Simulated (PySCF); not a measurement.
C2F6, charge +1, doublet, geometry from GFN2-xTB (a state made from the parent by changing its charge; the spin is typed, not shown lowest). Base run: DF-B3LYP/STO-3G in PySCF.

Here is a job for PySCF.
```python
from pyscf import gto, scf, dft

mol = gto.Mole()
mol.atom = '''
    F     1.39849784   -0.28302422   -1.03038222
    C     0.92116373   -0.07372652    0.14678706
    F     1.23684521    1.06373535    0.66050545
    F     1.01932272   -1.07321699    0.95224625
    C    -0.92116373    0.07372652   -0.14678706
    F    -1.01932272    1.07321699   -0.95224625
    F    -1.23684521   -1.06373535   -0.66050545
    F    -1.39849784    0.28302422    1.03038222
'''
mol.basis = 'sto-3g'
mol.charge = 1
mol.spin = 1
mol.verbose = 4
mol.build()

mf = dft.UKS(mol)
mf.xc = 'b3lyp'
mf = mf.density_fit(auxbasis='def2-universal-jkfit')
mf.kernel()
```

Variants of this job, named by their change:

| change | basis functions | E (Eh) | HOMO (eV) | core-seconds (rough) |
|---|---|---|---|---|
| base | 40 | -665.26187 | -12.10 | 5 |
| basis = LANL2DZ | 72 | -674.74081 | -17.35 | 10 |
| basis = 3-21G | 72 | -671.12545 | -16.29 | 8 |
| basis = def2-SVP | 112 | -674.29945 | -16.74 | 10 |
| basis = 6-31G** | 112 | -674.80358 | -16.36 | 10 |
| basis = pc-1 | 112 | -674.67964 | -16.92 | 10 |
| basis = 6-311G** | 144 | -675.00557 | -16.73 | 20 |
| basis = def2-SVPD | 178 | -674.33647 | -16.92 | 30 |
| basis = aug-pcseg-1 | 184 | -674.71521 | -16.78 | 20 |
| basis = 6-311+G(2d,p) | 216 | -675.03874 | -16.79 | 40 |
| basis = pcseg-2 | 240 | -675.10675 | -16.80 | 40 |
| basis = cc-pVTZ | 240 | -675.08224 | -16.67 | 40 |
| basis = def2-TZVP | 248 | -675.11815 | -16.73 | 30 |

Totals compare only among sets that treat the same electrons; sets with core potentials leave the core out.

Open shells are given as the SCF converged; they aren't shown to be the lowest states, and a large step between rows can be another state.
